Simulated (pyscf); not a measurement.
**H₂N–GaH–F (SMILES [NH2][GaH][F]), singlet**

Gas-phase minimum from PySCF at ωB97X-D3(BJ)/def2-SVP, one conformer. 

```
Ga
F 1 1.7607
N 1 1.7987 2 112.73
H 3 1.0124 1 124.79 2 -179.49
H 3 1.0134 4 112.42 1 -179.24
H 1 1.5458 2 118.54 3 179.93
```

Properties at ωB97X-D3(BJ)/def2-SVP:

| Item | Value |
|---|---|
| Harmonic wavenumbers, unscaled | 189, 274, 386, 518, 591, 700, 743, 755, 1525, 2088, 3635, 3742 cm⁻¹ |
| Zero-point energy | 21.7 kcal/mol |
| Rotational symmetry number | 1 |
| Entropy of this conformer at 298 K and 1 atm, rigid rotor and harmonic oscillator, modes under 100 cm⁻¹ raised to 100 | 295.1 J/(mol K) |
| Dipole moment | 2.76 D |

Single-point totals, which compare only within one level (frozen core for MP2 and CC):

```tsv
level	total energy (hartree)
ωB97X-D3(BJ)/def2-TZVP	-2081.37100
PBE/def2-TZVP	-2080.92708
r²SCAN/def2-TZVP	-2081.30183
B3LYP-D3(BJ)/def2-TZVP	-2081.44313
PBE0-D3(BJ)/def2-TZVP	-2080.97109
M06-2X/def2-TZVP	-2081.32227
ωB97M-D3(BJ)/def2-TZVP	-2081.44110
HF/def2-TZVPP	-2079.01818
MP2/def2-TZVPP	-2079.71676
CCSD/def2-TZVPP	-2079.72163
CCSD(T)/def2-TZVPP	-2079.74620
```

Soft torsions are taken as harmonic, which can shift the entropy by several J/(mol K). The CCSD(T) − MP2 part came from Ansatz, without density fitting, on the same reference. The frozen core leaves the outer d or s,p core shells of the metals and heavy elements correlated in the MP2 and CC values, and def2-TZVPP describes them poorly, so these totals are far from the basis limit. Elements up to Kr have no core potential and no relativistic terms here.
